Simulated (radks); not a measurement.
Polarisability of the caesium ion Cs+, [Xe], at imaginary frequency. Method: scalar-relativistic Kohn-Sham, LDA (Slater exchange, Perdew-Wang correlation), spin-unpolarised, spherical densities, finite nucleus; Fermi nuclear charge, rms radius 4.8041 fm; computed with a radial shooting solver on a logarithmic mesh with Libxc functionals. Response by self-consistent Sternheimer equations with the Hartree and adiabatic LDA kernel, the relativistic mass of each level held fixed and spin-orbit coupling left out.

w (hartree)  alpha1(iw) (bohr^3)  alpha2(iw) (bohr^5)
0.00266                    16.22                90.94
0.0143                     16.21                90.91
0.0360                     16.17                90.74
0.0697                     16.03                90.18
0.118                      15.70                88.80
0.186                      15.01                85.85
0.280                      13.74                80.28
0.413                      11.74                70.96
0.605                      9.110                57.54
0.892                      6.288                41.42
1.35                       3.841                25.65
2.12                       2.091                13.27
3.59                      0.9964                5.526
6.94                      0.3665                1.711
17.5                     0.07986               0.3035

Static values: alpha1 = 16.22 bohr^3 (2.403 angstrom^3; uncoupled 27.29), alpha2 = 90.94 bohr^5, alpha3 = 1023 bohr^7. C6 = 140.9, C8 = 4217, triple-dipole C9 = 1645 atomic units. One-pole (London) frequency 4 C6 / (3 alpha1^2) = 0.714 hartree, against 0.692 for minus the highest occupied eigenvalue.
